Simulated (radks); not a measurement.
Q: Sc II, 20 electrons, occupied as [Ar] 3d1 4s1. All-electron calculation, scalar-relativistic Kohn-Sham, Slater X-alpha with alpha = 0.667, spin-polarised, spherical densities, finite nucleus; open shells are filled with parallel spins first; Fermi nuclear charge, rms radius 3.5459 fm. Program: a radial shooting solver on a logarithmic mesh with Libxc functionals. Some entries of the table are withheld. Estimate them.

| orbital | occ. | eigenvalue (eV) | <r^2> (bohr^2) | <r> (bohr) |
|---|---|---|---|---|
| 1s up | 1 | -4389.890 | 0.007206 | 0.07320 |
| 1s down | 1 | -4389.863 | 0.007206 | 0.07320 |
| 2s up | 1 | -478.3115 | 0.1407 | 0.3447 |
| 2s down | 1 | -478.0174 | 0.1406 | 0.3446 |
| 2p up | 3 | -393.3217 | 0.1176 | 0.3084 |
| 2p down | 3 | -393.0879 | 0.1174 | 0.3082 |
| 3s up | 1 | -60.7680 | 1.346 | 1.079 |
| 3s down | 1 | -59.7456 | 1.337 | 1.076 |
| 3p up | 3 | -39.6613 | 1.630 | 1.174 |
| 3p down | 3 | -38.5702 | 1.602 | 1.166 |
| 4s up | 1 | (1) | 12.67 | 3.343 |
| 3d up | 1 | -9.5518 | 4.099 | 1.764 |
| 3d down | 0 | -7.9523 | 3.539 | 1.646 |
| 4s down | 0 | (2) | 13.63 | 3.438 |

A: 
(1) 4s up eigenvalue (eV): -9.8512
(2) 4s down eigenvalue (eV): -7.0869
